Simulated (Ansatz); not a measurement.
**Worked example: the barrier**

An elementary step of SiNH6Cl2F, singlet (SiH₂Cl₂ ([Cl][SiH2][Cl]) + NH₃ + HF → SiH₂Cl₂F ([F][SiH2]([Cl])[Cl]) + NH₄; bonds formed: Si1–F7, H6–N9; bonds broken: H6–F7). “Start” is the structure reached by relaxing down from the saddle towards the reactants; PBE0-D4/def2-TZVP structures. The saddle:

Si1  (-0.473, 1.080, -1.300)
Cl2  (-0.874, -0.952, -1.673)
H3  (-0.120, 1.409, -2.710)
H4  (-1.581, 2.012, -1.012)
Cl5  (1.448, 1.450, -0.528)
H6  (-0.259, -0.242, 1.037)
F7  (-0.928, 0.605, 0.618)
H8  (0.396, -1.897, 0.671)
N9  (0.527, -1.157, 1.354)
H10  (1.467, -0.786, 1.253)
H11  (0.398, -1.523, 2.290)
(Å)

Program: Ansatz 0.2.0. Basis: def2-TZVPP and def2-QZVPP. Cores are frozen in the correlated methods.

Energies in eV:

| quantity | saddle | start |
| --- | --- | --- |
| Hartree–Fock, triple zeta (X = 3) | -37157.55147 | -37158.23674 |
| Hartree–Fock, quadruple zeta (X = 4) | -37158.68992 | -37159.37880 |
| MP2 correlation, X = 3 | -28.05730 | -27.67514 |
| MP2 correlation, X = 4 | -30.60361 | -30.21179 |
| CCSD(T) correlation, X = 3 | -30.61863 | -30.27279 |

(1) Work out the barrier at the basis limit: extrapolate Hartree–Fock as E(X) = E∞ + A exp(−7.88 √X) and the MP2 correlation as E(X) = E∞ + B X^−2.97 (the exponents that Neese and Valeev fitted for def2-TZVPP and QZVPP), then add CCSD(T) − MP2 in triple zeta.

The T1 diagnostic stays at or below 0.010.

Results:

(1) Each step is linear, so take the differences first (saddle − start): Hartree–Fock 0.68527 (X = 3) and 0.68888 (X = 4); MP2 correlation -0.38216 and -0.39182; CCSD(T) correlation -0.34584.
Two points give E∞ = E(4) + w [E(4) − E(3)], with w = 1/(exp(7.88 (2 − √3)) − 1) = 0.1377 for Hartree–Fock and w = 1/((4/3)^2.97 − 1) = 0.7407 for the correlation.
Hartree–Fock: 0.68888 + 0.1377 × 0.00361 = 0.6894 eV.
MP2 correlation: -0.39182 + 0.7407 × (-0.00966) = -0.3990 eV.
CCSD(T) − MP2: -0.34584 − (-0.38216) = 0.0363 eV.
Sum: 0.6894 + (-0.3990) + 0.0363 = 0.3267 eV, or 7.53 kcal/mol. Plain CCSD(T) in triple zeta gives 0.3394 eV, so the larger basis shifts the result by -0.0127 eV.

Labels in which every atom is bracketed show which atoms are joined, not bond orders.

For scale, one of the runs: CCSD(T)/def2-TZVPP, 272 basis functions, launched by `ansatz run in.yaml --threads 8 --pin off --events-out ev --progress --plain --max-ram 19148MiB`. Time: 2.2 min of wall clock on 8 CPU threads of an Arm Neoverse V2; the host was shared. Peak host memory: 7 GiB.
